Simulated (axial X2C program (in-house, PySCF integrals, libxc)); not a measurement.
Excited states of PtCl⁻ by EOM-EE-CCSD

Computed with an axial X2C code built on PySCF integrals: two-component X2C with atomic mean-field Coulomb and Gaunt terms, Gaussian nuclei, basis Pt dyall-acv3z, Cl dyall-av3z with contracted cores.

R = 2.204 Å (near the PBE0 minimum at charge -1 of the determinant lowest at the starting distance; the state shown can have its own minimum elsewhere).

Hartree–Fock spinors of PtCl⁻ (one of each Kramers pair; a window near the gap, which can cut inner shells):

```tsv
ω	occupied	ε (eV)	character
1/2	yes	-7.48	68% Cl p, 26% Pt d
3/2	yes	-5.65	84% Pt d, 14% Cl p
1/2	yes	-5.06	48% Pt d, 41% Cl p, 4% Pt p
5/2	yes	-4.23	99% Pt d
3/2	yes	-4.03	73% Pt d, 20% Cl p, 2% Pt p
1/2	yes	-2.20	43% Pt s, 40% Pt d, 9% Cl p
1/2	no	2.24	98% Pt p
1/2	no	2.33	100% Pt p
3/2	no	2.33	100% Pt p
1/2	no	3.45	92% Pt s, 3% Pt p, 3% Pt d
1/2	no	4.96	75% Pt p, 11% Pt d, 10% Cl p
1/2	no	5.27	86% Pt p, 9% Pt d, 3% Cl p
```

Vertical excitation energies from the closed-shell determinant state of PtCl⁻:

```json
{"Ω": "2", "excitation (eV)": "0.723", "cm⁻¹": "5830", "hole of the leading pair": "74% Pt dπ, 13% Pt dδ, 7% Cl pπ", "particle of the leading pair": "31% Pt dσ, 27% Pt pσ, 23% Pt sσ", "weight of the pair (for Ω = 0 its time-reversed partner can hold as much again)": "0.93", "singles weight": "0.95"}
{"Ω": "1", "excitation (eV)": "0.800", "cm⁻¹": "6454", "hole of the leading pair": "72% Pt dπ, 16% Pt dδ, 7% Cl pπ", "particle of the leading pair": "31% Pt dσ, 27% Pt pσ, 23% Pt sσ", "weight of the pair (for Ω = 0 its time-reversed partner can hold as much again)": "0.59", "singles weight": "0.96"}
{"Ω": "0⁻", "excitation (eV)": "0.913", "cm⁻¹": "7367", "hole of the leading pair": "38% Pt dπ, 31% Pt sσ, 14% Pt dσ", "particle of the leading pair": "30% Pt dσ, 28% Pt pσ, 23% Pt sσ", "weight of the pair (for Ω = 0 its time-reversed partner can hold as much again)": "0.48", "singles weight": "0.97"}
{"Ω": "3", "excitation (eV)": "1.046", "cm⁻¹": "8437", "hole of the leading pair": "99% Pt dδ", "particle of the leading pair": "31% Pt dσ, 27% Pt pσ, 23% Pt sσ", "weight of the pair (for Ω = 0 its time-reversed partner can hold as much again)": "0.95", "singles weight": "0.95"}
```

This point took 100 s on 1 thread of Arm Neoverse V1 (shared host).

Reference electrons by ω block (each with its −ω partner): 1/2: 28, 3/2: 14, 5/2: 5, 7/2: 1. 18 electrons of PtCl⁻ correlated (inner shells frozen), 84 natural virtual spinors (a truncated set); levels can be off by some tenths of an eV. Roots sought by Ω: (0: 5, 1: 4, 2: 3, 3: 1); rows need 60 % singles weight and stop where some Ω has no more roots. Missing are any skipped roots, higher Ω and states of a further excitation; these come out far too high here and may in truth be low or lowest. T1 of the reference 0.025 (Lee–Taylor). The highest Hartree–Fock level of the anion lies at -2.20 eV; relaxation, partly offset by correlation, puts the detachment threshold some tenths of an eV to over one eV lower in magnitude, and states above it are held by the basis set and are not bound. Number of frozen shells: Pt 5 s, 4 p, 2 d, 1 f; Cl 2 s, 1 p.
